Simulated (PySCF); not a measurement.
2-fluorobut-1-ene (C4H7F), SMILES C=C(F)CC. Geometry optimised at TPSSh-D3(BJ)/def2-SVP. The values are those of a single conformer.

Computed equilibrium geometry at TPSSh-D3(BJ)/def2-SVP (PySCF confirms it by a frequency run) as Cartesian coordinates in Å (one conformer of several):
```xyz
12

C      1.6861    -0.7406    -0.1997
C      0.6098     0.0266    -0.0169
F      0.5739     0.8837     1.0314
C     -0.6450     0.0838    -0.8302
C     -1.9001    -0.2564    -0.0154
H      2.5383    -0.6800     0.4788
H      1.7248    -1.4368    -1.0375
H     -0.5377    -0.5986    -1.6868
H     -0.7419     1.1055    -1.2395
H     -1.9977     0.4222     0.8449
H     -2.8037    -0.1586    -0.6358
H     -1.8523    -1.2880     0.3668
```
Charge 0, spin multiplicity 1.
